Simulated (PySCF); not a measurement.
B3LYP has the VWN-RPA correlation part, as in Gaussian. 

```xyz
11

N     -0.0097     1.6496     0.0218
B      0.3097     0.2727     0.0053
N      1.6528    -0.1679    -0.0251
Si    -1.1984    -1.0833     0.0018
H     -0.9544     1.9870     0.0573
H      0.6764     2.3878     0.0100
H      2.4471     0.4521    -0.0378
H      1.9105    -1.1379    -0.0221
H     -2.5011    -0.4505     0.3457
H     -1.3653    -1.7236    -1.3313
H     -0.9674    -2.1858     0.9743
```

Charge 0, multiplicity 1.

Problem. Give the Mulliken and meta-Löwdin atomic charges from B3LYP-D3(BJ)/def2-TZVP in PySCF 2.14.0.

Solution. 
```csv
atom,Mulliken (e),meta-Löwdin (e)
N1,-0.49,-0.48
B2,0.28,0.02
N3,-0.48,-0.48
Si4,0.03,0.32
H5,0.23,0.24
H6,0.20,0.22
H7,0.20,0.22
H8,0.23,0.24
H9,-0.08,-0.10
H10,-0.06,-0.10
H11,-0.07,-0.10
```
